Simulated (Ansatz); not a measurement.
Relaxation of C₂H₄FNOSi (10 atoms, charge 0, multiplicity 1), to a largest force component of 0.015 eV/Å in at most 40 steps.

Theory: RKS revPBE-D4/def2-SVP in Ansatz.

```xyz
10
Properties=species:S:1:pos:R:3
N -0.868 -1.680 0.088
Si -0.341 -0.176 0.632
F -0.540 0.049 2.174
C -0.227 1.251 -0.444
C 1.040 1.040 -0.595
O 1.243 0.002 0.155
H -1.408 -2.083 0.787
H -1.434 -1.484 -0.733
H -0.986 1.992 -0.793
H 1.748 1.646 -1.143
```

**Question.** Where does it end, and by what steps?

**Answer.** The run converged. After 18 steps the energy has fallen by 1.604 eV; N1 moved furthest, 0.42 Å.

```json
{"step": "0", "energy less start (eV)": "0.0000", "largest force component (eV/Å)": "7.664", "accepted": "yes"}
{"step": "1", "energy less start (eV)": "-1.1988", "largest force component (eV/Å)": "3.204", "accepted": "yes"}
{"step": "2", "energy less start (eV)": "-1.5026", "largest force component (eV/Å)": "0.594", "accepted": "yes"}
{"step": "3", "energy less start (eV)": "-1.5213", "largest force component (eV/Å)": "0.498", "accepted": "yes"}
{"step": "4", "energy less start (eV)": "-1.5641", "largest force component (eV/Å)": "0.486", "accepted": "yes"}
{"step": "5", "energy less start (eV)": "-1.5771", "largest force component (eV/Å)": "0.395", "accepted": "yes"}
{"step": "6", "energy less start (eV)": "-1.5881", "largest force component (eV/Å)": "0.434", "accepted": "yes"}
{"step": "7", "energy less start (eV)": "-1.5934", "largest force component (eV/Å)": "0.492", "accepted": "yes"}
{"step": "8", "energy less start (eV)": "-1.2004", "largest force component (eV/Å)": "4.251", "accepted": "no"}
{"step": "9", "energy less start (eV)": "-1.5914", "largest force component (eV/Å)": "0.308", "accepted": "no"}
{"step": "10", "energy less start (eV)": "-1.5994", "largest force component (eV/Å)": "0.259", "accepted": "yes"}
{"step": "11", "energy less start (eV)": "-1.5911", "largest force component (eV/Å)": "0.283", "accepted": "no"}
{"step": "12", "energy less start (eV)": "-1.6030", "largest force component (eV/Å)": "0.083", "accepted": "yes"}
{"step": "13", "energy less start (eV)": "-1.6014", "largest force component (eV/Å)": "0.185", "accepted": "no"}
{"step": "14", "energy less start (eV)": "-1.6038", "largest force component (eV/Å)": "0.046", "accepted": "yes"}
{"step": "15", "energy less start (eV)": "-1.6039", "largest force component (eV/Å)": "0.024", "accepted": "yes"}
{"step": "16", "energy less start (eV)": "-1.6038", "largest force component (eV/Å)": "0.052", "accepted": "no"}
{"step": "17", "energy less start (eV)": "-1.6040", "largest force component (eV/Å)": "0.016", "accepted": "yes"}
{"step": "18", "energy less start (eV)": "-1.6040", "largest force component (eV/Å)": "0.008", "accepted": "yes"}
```

```xyz
10
Properties=species:S:1:pos:R:3
N -1.235 -1.509 0.184
Si -0.353 -0.112 0.614
F -0.444 -0.013 2.243
C -0.331 1.373 -0.466
C 1.008 1.104 -0.564
O 1.372 -0.003 0.180
H -1.278 -2.331 0.789
H -1.412 -1.734 -0.796
H -0.916 2.173 -0.929
H 1.818 1.605 -1.127
```

Whether the end is a true minimum wasn't checked by a vibrational analysis.

Time of the run: 47 s on 2 threads of Arm Neoverse V1 (shared host), peak memory 0.18 GiB.
